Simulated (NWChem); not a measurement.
System: C$_{2}$H$_{4}$BFO$_{2}$; SMILES CC1OB(F)O1

Here is an NWChem input.

```
start job
memory heap 200 mb stack 900 mb global 1100 mb
geometry units angstroms noautoz
  C     -0.521181    -2.026138     0.000000
  C      0.446566    -0.884936     0.000000
  O      0.220331     0.067299     1.048393
  B      0.021538     0.931260     0.000000
  F     -0.268542     2.206521     0.000000
  O      0.220331     0.067299    -1.048393
  H     -0.366985    -2.647519     0.893788
  H     -0.366985    -2.647519    -0.893788
  H     -1.552396    -1.645642     0.000000
  H      1.500064    -1.212307     0.000000
end
basis spherical
  * library def2-svp
end
dft
  xc b3lyp
  grid xfine
  iterations 150
  mulliken
end
task dft gradient
```

Parts of the log:

```
             Northwest Computational Chemistry Package (NWChem) 7.3.0
             --------------------------------------------------------

 CS  symmetry detected

                             Geometry "geometry" -> ""
                             -------------------------

 Output coordinates in angstroms (scale by  1.889725989 to convert to a.u.)

  No.       Tag          Charge          X              Y              Z
 ---- ---------------- ---------- -------------- -------------- --------------
    1 C                    6.0000    -0.52071594     2.02555635     0.00000000
    2 C                    6.0000     0.44698808     0.88431791     0.00000000
    3 O                    8.0000     0.22071723    -0.06790857     1.04839300
    4 B                    5.0000     0.02189169    -0.93186209     0.00000000
    5 F                    9.0000    -0.26823633    -2.20711216     0.00000000
    6 O                    8.0000     0.22071723    -0.06790857    -1.04839300
    7 H                    1.0000    -0.36649654     2.64693154     0.89378800
    8 H                    1.0000    -0.36649654     2.64693154    -0.89378800
    9 H                    1.0000    -1.55194527     1.64509918     0.00000000
   10 H                    1.0000     1.50049841     1.21164924     0.00000000

 Effective nuclear repulsion energy (a.u.)     234.2435207280

      Symmetry information
      --------------------

 Group name             Cs
 Group number              2
 Group order               2
 No. of unique centers     8

                                 NWChem DFT Module
                                 -----------------

 Summary of "ao basis" -> "ao basis" (spherical)
 ------------------------------------------------------------------------------
       Tag                 Description            Shells   Functions and Types
 ---------------- ------------------------------  ------  ---------------------
 C                          def2-svp                 6       14   3s2p1d
 O                          def2-svp                 6       14   3s2p1d
 B                          def2-svp                 6       14   3s2p1d
 F                          def2-svp                 6       14   3s2p1d
 H                          def2-svp                 3        5   2s1p

      Symmetry analysis of basis
      --------------------------

        a'         67
        a"         37

            General Information
            -------------------
          SCF calculation type: DFT
          Wavefunction type:  closed shell.
          No. of atoms     :    10
          No. of electrons :    46
           Alpha electrons :    23
            Beta electrons :    23
          Charge           :     0
          Spin multiplicity:     1
          Use of symmetry is: on ; symmetry adaption is: on
          Maximum number of iterations: 150
          AO basis - number of functions:   104
                     number of shells:    48
          Convergence on energy requested:  1.00D-06
          Convergence on density requested:  1.00D-05
          Convergence on gradient requested:  5.00D-04

              XC Information
              --------------
                         B3LYP Method XC Potential
                     Hartree-Fock (Exact) Exchange  0.200
                        Slater Exchange Functional  0.800 local
                    Becke 1988 Exchange Functional  0.720 non-local
              Lee-Yang-Parr Correlation Functional  0.810
                  VWN I RPA Correlation Functional  0.190 local

             Grid Information
             ----------------
          Grid used for XC integration:  xfine
          Radial quadrature: Mura-Knowles
          Angular quadrature: Lebedev.
          Tag              B.-S. Rad. Rad. Pts. Rad. Cut. Ang. Pts.
          ---              ---------- --------- --------- ---------
          C                   0.70      100          10.0      1454
          O                   0.60      100          10.0      1454
          B                   0.85      100          11.0      1454
          F                   0.50      100          12.0      1454
          H                   0.35      100          12.0      1202
          Grid pruning is: on
          Number of quadrature shells:   800
          Spatial weights used:  Erf1

      Superposition of Atomic Density Guess
      -------------------------------------

 Sum of atomic energies:        -350.42555087

      Non-variational initial energy
      ------------------------------

 Total energy =    -353.494926
 1-e energy   =    -945.428754
 2-e energy   =     357.690307
 HOMO         =      -0.377221
 LUMO         =       0.100958

      Symmetry analysis of molecular orbitals - initial
      -------------------------------------------------

  Numbering of irreducible representations:

     1 a'          2 a"

  Orbital symmetries:

     1 a'          2 a'          3 a"          4 a'          5 a'
     6 a'          7 a'          8 a'          9 a"         10 a'
    11 a'         12 a'         13 a"         14 a'         15 a'
    16 a'         17 a"         18 a'         19 a"         20 a'
    21 a"         22 a"         23 a'         24 a'         25 a'
    26 a'         27 a"         28 a'         29 a'         30 a"
    31 a'         32 a"         33 a'

     ---------------------------------------------
      Total Density - Mulliken Population Analysis
     ---------------------------------------------

    Atom       Charge   Shell Charges
 -----------   ------   -------------------------------------------------------
    1 C    6     6.22   1.99  0.97  0.15  2.09  1.00  0.02
    2 C    6     5.38   1.99  0.91  0.18  1.56  0.65  0.09
    3 O    8     8.61   1.99  1.11  0.67  3.03  1.80  0.01
    4 B    5     4.23   1.99  0.69  0.08  1.07  0.15  0.25
    5 F    9     9.33   1.99  1.14  0.71  3.49  1.98  0.00
    6 O    8     8.61   1.99  1.11  0.67  3.03  1.80  0.01
    7 H    1     0.89   0.66  0.20  0.03
    8 H    1     0.89   0.66  0.20  0.03
    9 H    1     0.91   0.67  0.22  0.03
   10 H    1     0.94   0.71  0.22  0.02

   convergence    iter        energy       DeltaE   RMS-Dens  Diis-err
 ---------------- ----- ----------------- --------- --------- ---------
 d= 0,ls=0.0,diis     1   -353.4905565383 -5.88D+02  1.50D-02  1.18D+00
 d= 0,ls=0.0,diis     2   -353.4406277490  4.99D-02  7.86D-03  2.05D+00
 d= 0,ls=0.0,diis     3   -353.6278495394 -1.87D-01  1.17D-03  2.67D-02
 d= 0,ls=0.0,diis     4   -353.6298434235 -1.99D-03  4.82D-04  4.11D-03
 d= 0,ls=0.0,diis     5   -353.6302143840 -3.71D-04  1.09D-04  4.81D-04
  Resetting Diis
 d= 0,ls=0.0,diis     6   -353.6302563878 -4.20D-05  2.64D-05  1.15D-05
 d= 0,ls=0.0,diis     7   -353.6302574130 -1.03D-06  1.25D-05  1.09D-06
 d= 0,ls=0.0,diis     8   -353.6302573642  4.88D-08  6.53D-06  1.65D-06

         Total DFT energy =     -353.630257364225
      One electron energy =     -949.318525146983
           Coulomb energy =      405.609731494125
    Exchange-Corr. energy =      -44.164984439403
 Nuclear repulsion energy =      234.243520728036

 Numeric. integr. density =       45.999999979753

                  Occupations of the irreducible representations
                  ----------------------------------------------

                     irrep           alpha         beta
                     --------     --------     --------
                     a'               16.0         16.0
                     a"                7.0          7.0

                       DFT Final Molecular Orbital Analysis
                       ------------------------------------

 Vector   21  Occ=2.000000D+00  E=-3.499313D-01  Symmetry=a"
              MO Center=  2.1D-01, -8.6D-02,  2.8D-13, r^2= 2.0D+00
   Bfn.  Coefficient  Atom+Function         Bfn.  Coefficient  Atom+Function
  ----- ------------  ---------------      ----- ------------  ---------------
    34      0.448948   3 O  pz               76      0.448948   6 O  pz
    37      0.275967   3 O  pz               79      0.275967   6 O  pz
    48      0.211650   4 B  pz               20     -0.175515   2 C  pz
    31      0.113179   3 O  s                73     -0.113179   6 O  s
    62     -0.085592   5 F  pz               51      0.084895   4 B  pz

 Vector   22  Occ=2.000000D+00  E=-3.334804D-01  Symmetry=a'
              MO Center=  2.5D-01,  3.5D-01, -3.1D-13, r^2= 2.7D+00
   Bfn.  Coefficient  Atom+Function         Bfn.  Coefficient  Atom+Function
  ----- ------------  ---------------      ----- ------------  ---------------
    32      0.303668   3 O  px               74      0.303668   6 O  px
    18     -0.266490   2 C  px              100     -0.264115  10 H  s
    35      0.206110   3 O  px               77      0.206110   6 O  px
    46     -0.191411   4 B  px                5     -0.190136   1 C  py
     3      0.187681   1 C  s                60      0.181866   5 F  px

[...]

                         DFT ENERGY GRADIENTS

    atom               coordinates                        gradient
                 x          y          z           x          y          z
   1 C      -0.984010   3.827746   0.000000    0.001868  -0.002768   0.000000
   2 C       0.844685   1.671119   0.000000   -0.004919  -0.008438   0.000000
   3 O       0.417095  -0.128329   1.981175    0.000468   0.002739  -0.005111
   4 B       0.041369  -1.760964   0.000000    0.000885   0.004034   0.000000
   5 F      -0.506893  -4.170837   0.000000    0.000742   0.003339   0.000000
   6 O       0.417095  -0.128329  -1.981175    0.000468   0.002739   0.005111
   7 H      -0.692578   5.001975   1.689014    0.000057  -0.000587  -0.000587
   8 H      -0.692578   5.001975  -1.689014    0.000057  -0.000587   0.000587
   9 H      -2.932751   3.108787   0.000000    0.000710  -0.000057   0.000000
  10 H       2.835531   2.289685   0.000000   -0.000336  -0.000415   0.000000
```

Level: B3LYP/def2-SVP. Coordinates come from a PBE0/def2-SVP optimisation. B3LYP is NWChem's, with the RPA form of VWN correlation.
